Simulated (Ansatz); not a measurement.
Z-matrix (Å, degrees):
```
C
O 1 1.413
H 1 1.094 2 111.1
H 1 1.095 2 111.6 3 -121.6
H 1 1.090 2 108.0 3 119.2
Si 2 1.623 1 123.8 3 69.3
O 6 1.618 2 112.0 1 -59.7
Cl 6 2.039 2 105.7 1 -179.6
H 6 1.474 2 111.7 1 61.2
Si 7 1.643 6 145.9 2 -75.0
H 10 1.482 7 107.6 6 -170.8
H 10 1.483 7 110.2 6 -50.7
H 10 1.485 7 109.7 6 70.0
```

Total charge 0; spin multiplicity 1.

Problem. List the ωB97M-V/def2-TZVPP orbital energies in eV (the Gaussian-basis code of Ansatz). (Best estimate.)

Solution. Computed: Occupied: -2771.84, -1808.68, -1807.69, -526.48, -526.41, -283.07, -262.26, -199.72, -199.61, -199.61, -149.52, -148.67, -103.68, -103.64, -103.60, -102.83, -102.77, -102.77, -31.72, -30.95, -25.83, -22.34, -19.43, -17.34, -15.87, -15.80, -15.67, -14.54, -14.44, -13.81, -12.84, -12.08, -11.81, -11.60, -11.48, -11.28, -11.12. Lowest empty: 1.76, 2.62, 2.88, 3.10, 3.27, 3.48, 3.83, 4.06.
